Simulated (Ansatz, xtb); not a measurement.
# C6H7O2+: which of two isomers lies lower

Structure I is `COc1cccc[o+]1`, a singlet and structure II is `Cc1ccc(O)c[o+]1`, a singlet. Both are isolated ions in the gas phase, relaxed with r2SCAN-D4/def2-SVP; the shapes shown needn't be the lowest conformers.

I (Å):

```yaml
atoms:
  - { symbol: C, position_ang: [0.4094, -1.9462, 0.1460] }
  - { symbol: C, position_ang: [-0.6377, 0.1936, 0.3164] }
  - { symbol: C, position_ang: [-0.8478, 1.5300, -0.0680] }
  - { symbol: C, position_ang: [-1.7851, 2.2636, 0.6301] }
  - { symbol: C, position_ang: [-2.5058, 1.6704, 1.7007] }
  - { symbol: C, position_ang: [-2.2483, 0.3717, 2.0153] }
  - { symbol: O, position_ang: [0.2135, -0.5673, -0.2737] }
  - { symbol: O, position_ang: [-1.3257, -0.3375, 1.3225] }
  - { symbol: H, position_ang: [0.7507, -1.9651, 1.1895] }
  - { symbol: H, position_ang: [1.1791, -2.3345, -0.5267] }
  - { symbol: H, position_ang: [-0.5318, -2.5000, 0.0309] }
  - { symbol: H, position_ang: [-0.2635, 1.9302, -0.8988] }
  - { symbol: H, position_ang: [-1.9737, 3.3060, 0.3576] }
  - { symbol: H, position_ang: [-3.2532, 2.2254, 2.2711] }
  - { symbol: H, position_ang: [-2.7107, -0.2260, 2.8026] }
```

II (Å):

```xyz
15

C    -1.9634   -1.1380    1.4894
C    -1.3899    0.1198    0.9687
C    -0.7769    1.1325    1.7116
C    -0.2852    2.2586    1.0717
C    -0.4034    2.3844   -0.3352
C    -1.0229    1.3417   -1.0106
O     0.0808    3.4781   -0.9059
O    -1.4787    0.2800   -0.3480
H    -2.3846   -1.7415    0.6763
H    -1.1879   -1.7216    2.0126
H    -2.7519   -0.9194    2.2283
H    -0.6947    1.0195    2.7952
H     0.1992    3.0675    1.6274
H    -0.0395    3.4869   -1.8689
H    -1.1965    1.2750   -2.0876
```

Quicker runs give these differences E(II) − E(I): GFN2-xTB −14.4 kJ/mol; HF/STO-3G +40.4 kJ/mol (at GFN2-xTB geometries); r2SCAN-D4/def2-SVP//GFN2-xTB −15.3 kJ/mol.

Q: Which of the two would you expect CCSD(T)/def2-SVP + ΔMP2/def2-TZVPP electronic energies to favour?

A: Structure II; the calculation gives E(II) − E(I) = −10.5 kJ/mol.

How the difference moves with the method:

```json
{"level": "GFN2-xTB", "geometry": "GFN2-xTB", "E(II) − E(I) (kJ/mol)": "−14.4", "departure from the last row (kJ/mol)": "−3.9", "job, with rough time for the two": "optimisation, 0.12 s"}
{"level": "HF/STO-3G", "geometry": "GFN2-xTB", "E(II) − E(I) (kJ/mol)": "+40.4", "departure from the last row (kJ/mol)": "+50.9", "job, with rough time for the two": "single point, 0.4 s"}
{"level": "r2SCAN-D4/def2-SVP//GFN2-xTB", "geometry": "GFN2-xTB", "E(II) − E(I) (kJ/mol)": "−15.3", "departure from the last row (kJ/mol)": "−4.7", "job, with rough time for the two": "single point, 3.7 s"}
{"level": "r2SCAN-D4/def2-SVP", "geometry": "r2SCAN-D4/def2-SVP", "E(II) − E(I) (kJ/mol)": "−15.4", "departure from the last row (kJ/mol)": "−4.9", "job, with rough time for the two": "optimisation, 26 s"}
{"level": "HF/def2-SVP", "geometry": "r2SCAN-D4/def2-SVP", "E(II) − E(I) (kJ/mol)": "+15.3", "departure from the last row (kJ/mol)": "+25.8", "job, with rough time for the two": "part of the CCSD(T) run"}
{"level": "MP2/def2-SVP", "geometry": "r2SCAN-D4/def2-SVP", "E(II) − E(I) (kJ/mol)": "−17.6", "departure from the last row (kJ/mol)": "−7.1", "job, with rough time for the two": "part of the CCSD(T) run"}
{"level": "CCSD(T)/def2-SVP", "geometry": "r2SCAN-D4/def2-SVP", "E(II) − E(I) (kJ/mol)": "−7.0", "departure from the last row (kJ/mol)": "+3.5", "job, with rough time for the two": "single point"}
{"level": "CCSD(T)/def2-SVP + ΔMP2/def2-TZVPP", "geometry": "r2SCAN-D4/def2-SVP", "E(II) − E(I) (kJ/mol)": "−10.5", "departure from the last row (kJ/mol)": "", "job, with rough time for the two": "single point, 1.8 min"}
```

As drawn, II has 1 C–C, 1 O–H in place of 1 C–O, 1 C–H.

HF/STO-3G, HF/def2-SVP put the two in the other order. The largest departure from CCSD(T)/def2-SVP + ΔMP2/def2-TZVPP is that of HF/STO-3G, 50.9 kJ/mol. The last row adds to CCSD(T) the change of the MP2 difference between the two basis sets, here −3.5 kJ/mol.

With thermal terms from frequencies at re-optimised GFN2-xTB minima (ideal gas, soft modes damped towards free rotors, one conformer each, 298.15 K, 1 atm): on the last row, ΔE + ΔZPE = −11.7, ΔH = −11.4, ΔG = −12.0 kJ/mol.

The correlated steps freeze 8 core orbitals. Codes used: Ansatz 0.2.0, xtb 6.7.1; the last row on 4 threads of Arm Neoverse V1 on a shared host.
